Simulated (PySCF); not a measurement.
**Ionisation energy of Yb⁴⁹⁺ by level of theory**

Yb⁴⁹⁺ [Ar] 3d3 (4F) → Yb⁵⁰⁺ [Ar] 3d2 (3F), as a difference of total energies. All numbers are calculated (PySCF 2.14, no relativity, point nucleus, in an uncontracted even-tempered set (16 s from 11 bohr⁻², ratio 2.5; 10 p from 14 bohr⁻², ratio 2.5; 7 d from 14 bohr⁻², ratio 2.5; 4 f from 52 bohr⁻², ratio 2.7; 3 g from 78 bohr⁻², ratio 2.7)). Correlated levels: outer shells: [Ne] frozen; virtual orbitals above 40 to 60 times the deepest correlated orbital energy dropped. The calculations carry no spin-orbit coupling.

| method | ionisation energy (eV) |
| --- | --- |
| UHF | 4331.7 |
| LDA | 4330.5 |
| PBE | 4330.7 |
| PBE0 | 4331.3 |
| r2SCAN | 4332.9 |
| B97-3 | 4331.7 |
| r2SCANh | 4332.9 |
| MP2 (outer shells) | 4331.2 |
| SCS-MP2 (outer shells) | 4330.9 |

Spin-orbit coupling is strong in these open shells (close to jj coupling). The scalar numbers leave it out and a first-order estimate fails, so it can dominate the gap to the real levels.

The gap to the reference is mostly relativistic.

For comparison: 4364 ± 4 eV (theoretical estimate listed by NIST; NIST Atomic Spectra Database, ionization energies).
